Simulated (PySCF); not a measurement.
Isomers of C7H5NSi, mass 131.019 u with the commonest isotopes. Level of theory: CAM-B3LYP/def2-SVPD in PySCF (dipole) on a GFN2-xTB geometry, gas phase. One conformer each, none proved a minimum here; rigid rotors.

**Question.** Order these by rotational constant B, smallest first.
A. `C#C[Si@@H]1[C@@H](C#N)C12C=C2`
B. `C#CC#C/C([SiH3])=C/C#N`
C. `[CH:1]#[C:2]/[CH:3]=[C:4](/[C:5]#[CH:6])[SiH2:7][C:8]#[N:9]` with C3–C4–Si7–C8 56°
D. `C#CC1=CC=C[Si@@H]1C#N`
E. `C#CC#C/C([SiH3])=C\C#N`
F. `C#C[Si@@H]1[C@H](C#N)C12C=C2`
G. `[CH:1]#[C:2]/[CH:3]=[C:4](\[C:5]#[CH:6])[SiH2:7][C:8]#[N:9]` with C3–C4–Si7–C8 -116°

**Answer.** B (582.9 MHz), G (771.3 MHz), E (902.8 MHz), A (1030 MHz), C (1071 MHz), F (1221 MHz), D (1349 MHz).

**Question.** Order these by radius of gyration √(Σ m r²/M), largest first.
A. `[CH:1]#[C:2]/[CH:3]=[C:4](\[C:5]#[CH:6])[SiH2:7][C:8]#[N:9]` with C3–C4–Si7–C8 -116°
B. `C(=C(/[SiH3])C#CC#C)/C#N`
C. `C#CC#C/C([SiH3])=C\C#N`
D. `C#C[Si@@H]1[C@H](C#N)C12C=C2`
E. `C#C[Si@@H]1[C@@H](C#N)C12C=C2`
F. `N#CC1[SiH2]C=C(C#C)C=1`
G. `N#C[Si@@H]1C(C#C)=CC=C1`

**Answer.** B (2.785 Å), C (2.622 Å), A (2.472 Å), F (2.377 Å), E (2.292 Å), G (2.213 Å), D (2.184 Å).

**Question.** Order these by out-of-plane moment Σ m c² = (Ia + Ib − Ic)/2, largest first.
A. `C#C[Si@@H]1[C@@H](C#N)C12C=C2`
B. `[CH:1]#[C:2]/[CH:3]=[C:4](/[C:5]#[CH:6])[SiH2:7][C:8]#[N:9]` with C3–C4–Si7–C8 56°
C. `C#CC1=CC=C[Si@@H]1C#N`
D. `[CH:1]#[C:2]/[CH:3]=[C:4](\[C:5]#[CH:6])[SiH2:7][C:8]#[N:9]` with C3–C4–Si7–C8 -116°
E. `C#CC#C/C([SiH3])=C\C#N`
F. `[C@@H]1([Si@@H](C#C)C21C=C2)C#N`

**Answer.** F (74.66 u·Å²), D (61.61 u·Å²), B (44.13 u·Å²), A (38.67 u·Å²), C (36.92 u·Å²), E (2.94 u·Å²).

```json
{"SMILES": "C#CC1=CC=C[Si@@H]1C#N", "point group": "C1", "Ia (u·Å²)": "303.67", "Ib (u·Å²)": "374.69", "Ic (u·Å²)": "604.53", "κ": "0.24", "μa (D)": "2.07", "μb (D)": "3.21", "μc (D)": "1.42"}
{"SMILES": "C#CC#C/C([SiH3])=C\\C#N", "point group": "Cs", "Ia (u·Å²)": "343.96", "Ib (u·Å²)": "559.79", "Ic (u·Å²)": "897.87", "κ": "-0.25", "μa (D)": "0.94", "μb (D)": "3.89", "μc (D)": "0.00"}
{"SMILES": "C#CC1=C[SiH2]C(C#N)=C1", "point group": "Cs", "Ia (u·Å²)": "184.19", "Ib (u·Å²)": "559.41", "Ic (u·Å²)": "737.52", "κ": "-0.79", "μa (D)": "4.20", "μb (D)": "2.33", "μc (D)": "0.00"}
{"SMILES": "C#C[Si@@H]1[C@@H](C#N)C12C=C2", "point group": "C1", "Ia (u·Å²)": "235.96", "Ib (u·Å²)": "490.77", "Ic (u·Å²)": "649.38", "κ": "-0.63", "μa (D)": "4.12", "μb (D)": "3.39", "μc (D)": "0.35"}
{"SMILES": "C#C[Si@@H]1[C@H](C#N)C12C=C2", "point group": "C1", "Ia (u·Å²)": "285.70", "Ib (u·Å²)": "413.80", "Ic (u·Å²)": "550.17", "κ": "-0.29", "μa (D)": "0.51", "μb (D)": "4.66", "μc (D)": "0.65"}
{"SMILES": "C#C/C=C(\\C#C)[SiH2]C#N", "point group": "C1", "Ia (u·Å²)": "206.99", "Ib (u·Å²)": "655.20", "Ic (u·Å²)": "738.96", "κ": "-0.90", "μa (D)": "3.03", "μb (D)": "1.19", "μc (D)": "2.32"}
{"SMILES": "C#C/C=C(/C#C)[SiH2]C#N", "point group": "C1", "Ia (u·Å²)": "269.61", "Ib (u·Å²)": "471.84", "Ic (u·Å²)": "653.19", "κ": "-0.46", "μa (D)": "2.63", "μb (D)": "1.24", "μc (D)": "1.95"}
{"SMILES": "C#CC#C/C([SiH3])=C/C#N", "point group": "Cs", "Ia (u·Å²)": "152.24", "Ib (u·Å²)": "866.95", "Ic (u·Å²)": "1013.26", "κ": "-0.94", "μa (D)": "3.83", "μb (D)": "0.54", "μc (D)": "0.00"}
```
